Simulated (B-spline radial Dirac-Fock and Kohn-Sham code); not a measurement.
# What relativity does to the binding energies of P⁴⁺

System: P⁴⁺, configuration 1s2 2s2 2p6 3s1.

Both columns are ΔSCF binding energies of the configuration average from a B-spline atomic structure program: non-relativistic Hartree-Fock with a point nucleus, and Dirac-Fock with a finite nucleus and the Coulomb interaction alone, averaged over the two j levels with weights 2j+1.

```csv
shell,Hartree-Fock (eV),Dirac-Fock (eV),shift (eV),shift (%)
2p,199.3,199.3,+0.02,+0.01
3s,64.43,64.58,+0.16,+0.24
```

Relativity binds 2p, 3s more strongly, among those listed most of all 3s in relative terms.

Values without a named source are computed, but for edge energies of neutral atoms, which are taken from tables.
